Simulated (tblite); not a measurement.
C5H9O2 (doublet state).
Z-matrix (Å and degrees, GFN2-xTB geometry), rows numbered from 1:
```
C 
O   1  1.4138
C   2  1.4071  1  114.08
C   3  1.4552  2  113.04  1   -81.53
O   4  1.3673  3  119.53  2   -20.54
C   3  1.5136  2  118.82  1    67.54
C   6  1.4961  3   61.02  2   103.08
H   1  1.0952  2  111.61  3    57.53
H   1  1.0887  2  106.12  3   177.03
H   1  1.0943  2  111.38  3   -64.06
H   4  1.0721  3  123.12  2   177.58
H   5  0.9699  4  106.89  3     3.90
H   6  1.0787  3  117.30  7   109.25
H   6  1.0790  3  117.77  7  -107.88
H   7  1.0780  3  117.58  6  -109.23
H   7  1.0782  3  116.31  6   108.57
```

Computed with GFN2-xTB (tblite): harmonic, unscaled wavenumbers at the GFN2-xTB geometry, gas phase. Errors from tens to a few hundred cm⁻¹ against measured bands are possible. One conformer, not necessarily the lowest. Open shells enter through the occupations alone, without spin polarisation, and single modes of such species can be off by tens of per cent.

Harmonic wavenumbers (cm⁻¹): 100.7, 112.4, 154.5, 223.3, 246.1, 276.1, 354.2, 371.6, 504.4, 548.9, 558.6, 770.6, 797.3, 863.4, 888.9, 901.1, 1017.4, 1037.8, 1049.8, 1074.9, 1105.1, 1134.6, 1145.9, 1165.1, 1209.7, 1246.2, 1284.7, 1391.3, 1403.3, 1410.8, 1449.9, 1467.0, 1490.2, 2928.9, 2949.2, 3024.1, 3090.3, 3096.2, 3101.0, 3121.9, 3155.6, 3429.5.

A = 3283, B = 2664, C = 1782 MHz; mass 101.060 u (most abundant isotopes); point group C1, symmetry number 1; spin multiplicity 2.

Task: Zero-point energy?

Result: ½Σν̃ = 28326 cm⁻¹ = 80.99 kcal/mol.

Task: What is S at 298.15 K and 1 bar for an ideal gas of classical rigid rotors and harmonic oscillators?

Result: Translation 39.78, rotation 27.42, vibration 20.09, spin (R ln 2) 1.38: S = 88.7 cal/(mol K).

Task: And Cp and H(298.15 K) − H(0)?

Result: Cp = 31.97 cal/(mol K), of which vibrations give 24.02 (their classical limit is 42 R = 83.5); H(298.15 K) − H(0) = 5.80 kcal/mol without the zero-point energy, 3.43 from vibrations.

Task: How do the functions run with temperature in this model?

Result: 
```
T (K)  S (cal/(mol K))  Cp (cal/(mol K))  H − H(0) (kcal/mol)  G − H(0) (kcal/mol)  ln q(vib)
  150             71.4              19.8                 1.98                -8.73       1.53
  250             83.4              27.9                 4.36               -16.49       3.39
  400             99.3              40.4                 9.49               -30.21       6.32
  600            118.3              53.4                18.96               -52.00      10.31
  900            142.4              65.5                36.95               -91.23      16.08
```

q(vib) and H(0) count from the zero-point level.

Task: Blend soft modes into free rotors: weight 1/[1 + (100 cm⁻¹/ν̃)⁴] for the oscillator and the rest for a rotor with moment μB/(μ + B), μ = h/(8π²ν), B = 10⁻⁴⁴ kg m². What vibrational entropy results?

Result: 19.60 cal/(mol K) in place of 20.09, which changes −T·S at 298.15 K by +0.14 kcal/mol.

Task: Which modes carry the vibrational entropy at 298.15 K?

Result: 100.7 cm⁻¹: 3.44; 112.4 cm⁻¹: 3.23; 154.5 cm⁻¹: 2.62; 223.3 cm⁻¹: 1.93; 246.1 cm⁻¹: 1.76; 276.1 cm⁻¹: 1.56 cal/(mol K); the other 36 give 5.55 together.

Task: What must be added to the electronic energy to get the Gibbs energy at 298.15 K and 1 bar?

Result: ZPE + [H(298.15 K) − H(0)] − T·S = 80.99 + 5.80 − 26.44 = 60.35 kcal/mol.

Hindered rotation and anharmonicity are outside this model. Other conformers, if any are populated, would add a mixing term that is left out. The structure is chiral; the term R ln 2 for an equal mix with its mirror image is left out.

On one thread of an Arm Neoverse V2, no GPU, shared host with 96 logical CPUs at a one-minute load of 53, this took 0.32 s of wall time. The figure is for the frequency step alone.
